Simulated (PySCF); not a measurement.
Br2FGeH2N. Atoms are numbered in the order given.

```xyz
7

N      2.1810    -0.3743     0.5417
Ge     0.3698    -0.1902     0.4418
F     -0.2814    -0.6259     2.0021
Br    -0.1184     2.0166     0.0206
Br    -0.7306    -1.5739    -1.0559
H      2.4885    -1.3509     0.4506
H      2.6617     0.1944    -0.1660
```
Charge 0, spin multiplicity 1.

Geometry optimised at PBE-D3(BJ)/def2-SVP. One conformer was computed; it need not be the lowest.

Vertical ionisation energy (IE) and electron affinity (EA) in eV. Rows of orbital energies are one-electron estimates. Where ΔSCF, EOM or ADC give a negative EA the extra electron is unbound and the value depends on the basis.

```
level                                         IE     EA
-----------------------------------------  -----  -----
−ε(HOMO), −ε(LUMO), HF/def2-TZVP (PySCF)   11.74  -1.87
−ε(HOMO), −ε(LUMO), PBE/def2-TZVP (PySCF)      ?      ?
```

What belongs in the gaps? (Estimate from the structure and the level; the computed values follow.)


- −ε(HOMO), −ε(LUMO), PBE/def2-TZVP (PySCF), IE: 7.12
- −ε(HOMO), −ε(LUMO), PBE/def2-TZVP (PySCF), EA: 2.83
